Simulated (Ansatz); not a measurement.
CH2N (SMILES C#[NH+]) moved off its minimum; all values from Ansatz (a quantum-chemistry and plane-wave program), cores frozen in correlated methods.
(charge 1, multiplicity 1)
```xyz
4

C     -0.0814     0.0964    -0.4587
N     -0.1124     0.0351     0.4556
H     -0.0567     0.1113    -1.7262
H      0.1168     0.0019     1.4219
```

### Question
Give the forces (eV/Å), the total energy and the dipole at CCSD(T)/aug-cc-pVTZ.

### Answer

```tsv
atom	Fx	Fy	Fz
C1	1.364	3.872	-66.871
N2	-0.679	-3.822	61.695
H3	-0.091	0.068	4.278
H4	-0.595	-0.118	0.897
```
Energy -93.3381 hartree.
